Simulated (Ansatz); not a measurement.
Cost and result for the atomization energy of `CN[SiH2][SeH]` (11 atoms, 10 bonds).

```xyz
11

C     0.317   -1.521   -0.445
N     0.053   -0.156   -0.850
Si    0.318    1.190    0.166
Se   -0.816    1.231    2.161
H    -0.508   -1.975    0.116
H     0.532   -2.148   -1.314
H     1.201   -1.546    0.198
H    -0.669   -0.073   -1.548
H    -0.031    2.391   -0.631
H     1.727    1.194    0.630
H    -2.124    1.412    1.517
```

Total charge 0; spin multiplicity 1. Correlated methods include outer-core shells of Se, which these sets cover unevenly. Scalar relativity is left out up to krypton. The geometry is a stationary point of PBE0-D4/def2-TZVP. It is one conformer, not always the lowest. Program: Ansatz. All runs use 4 threads of an Intel Xeon on a shared host. Times are those of one run each, without the atoms' runs, and a repeat can differ threefold. Electronic energies, without spin–orbit coupling; frozen cores. CCSD(T)/CBS adds CCSD(T) − MP2 in def2-TZVPP to the MP2 limit, and its time is that of the two runs behind it. T1 = 0.010. With those shells the extrapolation isn't a true limit. B3LYP takes the VWN-RPA correlation (the form of Gaussian; ORCA's B3LYP/G).

CCSD(T)/CBS is a level of theory with its own doubt, some kJ/mol a heavy atom from the limit and from the frozen cores, so smaller differences don't rank the functionals.

```
                             level  functions  wall time  atomization (kJ/mol)  difference from CCSD(T)/CBS  per bond
            LDA (SPW92)/def2-TZVPP        250      1.3 s                4136.9                        480.0      48.0
                BLYP-D4/def2-TZVPP        250      1.8 s                3636.9                        -20.0      -2.0
              revPBE-D4/def2-TZVPP        250      1.9 s                3606.3                        -50.6      -5.1
   PBE-D4/def2-TZVPP (with forces)        250      2.2 s                3683.0                         26.1       2.6
                PBE0-D4/def2-TZVPP        250      2.7 s                3635.6                        -21.3      -2.1
r2SCAN-D4/def2-TZVPP (with forces)        250      3.7 s                3641.0                        -15.9      -1.6
 B3LYP-D4/def2-TZVPP (with forces)        250        4 s                3654.0                         -2.9      -0.3
                  CCSD(T)/def2-SVP        113      5.5 s                3399.9                       -257.0     -25.7
                 B97M-V/def2-TZVPP        250      6.5 s                3645.8                        -11.1      -1.1
                ωB97X-V/def2-TZVPP        250      6.5 s                3667.6                         10.7       1.1
                    MP2/def2-QZVPP        483       19 s                3626.9                        -30.0      -3.0
                CCSD(T)/def2-TZVPP        250       97 s                3548.5                       -108.4     -10.8
                 CCSD(T)/CBS(def2)          –      120 s                3656.9                          0.0       0.0
```

From r2SCAN to r2SCAN0 (25 % exact exchange), in def2-TZVPP and without D4, the atomization energy moves by −43.3 kJ/mol: exact exchange takes away binding that semilocal exchange gives to molecules. Leaving LDA and LC-ωPBE aside and taking each functional with its dispersion term where it has one, the values, not all of them listed here, spread over 114.3 kJ/mol, from BHLYP-D4 to PBE-D4. LDA lies +477.5 kJ/mol from PBE without D4, its usual overbinding. In def2-TZVPP, CCSD(T) changes the Hartree–Fock value by +931.9 kJ/mol (the triples alone add +47.7 kJ/mol) and MP2 by +946.2 kJ/mol; breaking electron pairs costs correlation energy, which Hartree–Fock lacks.

For some Ge, Se and Sn compounds the MP2-based and the directly extrapolated limit differ by 10 to 25 kJ/mol.
